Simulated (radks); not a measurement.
Pr XXXIII, 27 electrons, occupied as [Ar] 3d7 4s2 (not the ground configuration).

All-electron calculation, scalar-relativistic Kohn-Sham, r2SCAN, spin-polarised, spherical densities, finite nucleus; open shells are filled with parallel spins first (spin-orbit coupling, left out, can overturn this in heavy ions); meta-GGA in the generalised Kohn-Sham scheme; Fermi nuclear charge, rms radius 4.8919 fm. Program: a radial shooting solver on a logarithmic mesh with Libxc functionals.

Energy parts (eV):
part                      energy
total                 -233564.03
kinetic                249111.12
electron-nucleus      -528543.15
Hartree                 50433.98
exchange-correlation    -4565.98

Orbitals (lengths in bohr, moments of r in powers of bohr; r(max) is where P^2 peaks; r(90%) holds 90 % of the orbital's charge):
| orbital | occ. | eigenvalue (eV) | <r^2> | r(90%) | r(max) | <r> |
|---|---|---|---|---|---|---|
| 1s up | 1 | -43261.53 | 0.0007898 | 0.0435 | 0.01541 | 0.02410 |
| 1s down | 1 | -43261.52 | 0.0007898 | 0.0435 | 0.01541 | 0.02410 |
| 2s up | 1 | -8114.466 | 0.01244 | 0.159 | 0.08709 | 0.1027 |
| 2s down | 1 | -8100.451 | 0.01241 | 0.158 | 0.08703 | 0.1026 |
| 2p up | 3 | -7405.655 | 0.009924 | 0.147 | 0.07018 | 0.09021 |
| 2p down | 3 | -7395.126 | 0.009895 | 0.146 | 0.07011 | 0.09009 |
| 3s up | 1 | -2687.718 | 0.07857 | 0.383 | 0.2437 | 0.2625 |
| 3s down | 1 | -2673.995 | 0.07890 | 0.384 | 0.2439 | 0.2631 |
| 3p up | 3 | -2462.323 | 0.07724 | 0.385 | 0.2374 | 0.2586 |
| 3p down | 3 | -2447.850 | 0.07766 | 0.386 | 0.2378 | 0.2593 |
| 3d up | 5 | -2166.790 | 0.06314 | 0.359 | 0.1929 | 0.2328 |
| 3d down | 2 | -2148.309 | 0.06368 | 0.361 | 0.1935 | 0.2337 |
| 4s up | 1 | -1276.533 | 0.3118 | 0.743 | 0.5198 | 0.5272 |
| 4s down | 1 | -1273.276 | 0.3136 | 0.745 | 0.5212 | 0.5288 |

The highest occupied level is 4s down at -1273.3 eV. Summed over all electrons, <r^2> = 1.776 bohr^2, which gives a Langevin (diamagnetic) susceptibility term of -1.41 x 10^-6 cm^3/mol. The electron density at the nucleus is 4.352e+05 e/bohr^3 (large components only). The density falls to 0.001 e/bohr^3 at r = 1.17 bohr. Spin moment in Bohr magnetons: 3. The spin density at the nucleus is 2.59 e/bohr^3 (1s -0.65, 2s -60.80, 3s 44.62, 4s 19.42).
